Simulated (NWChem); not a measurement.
System: SiNH5; SMILES N[SiH3]

```xyz
7

Si    -0.0110     0.5555     0.0000
N     -0.0410    -1.1779     0.0000
H     -0.7214     1.0285    -1.2263
H     -0.7214     1.0285     1.2263
H      1.3450     1.2052     0.0000
H      0.2705    -1.6697    -0.8309
H      0.2705    -1.6697     0.8309
```
Atoms are numbered in this order, from 1.

Computed with NWChem. Geometry optimised at PBE0/def2-SVP; all other runs use it. 

```
quantity                                                               level  value
--------------------------------------------------  ------------------------  -----
solvation free energy (kcal/mol) in n-hexane              PBE0/def2-SVP, SMD   -1.2
vertical, lowest state with f > 0.02, singlet (eV)  CAM-B3LYP/def2-SVPD, TDA      …
isotropic polarisability (bohr³), static                 CAM-B3LYP/def2-SVPD   38.3
vertical ionisation energy, ΔSCF (eV)                     CAM-B3LYP/def2-SVP   9.85
dipole (D)                                                     PBE0/def2-SVP      …
highest harmonic frequency (cm⁻¹)                              PBE0/def2-SVP      …
```

Complete the blanks.


- vertical, lowest state with f > 0.02, singlet (eV), value: 7.73
- dipole (D), value: 1.44
- highest harmonic frequency (cm⁻¹), value: 3700
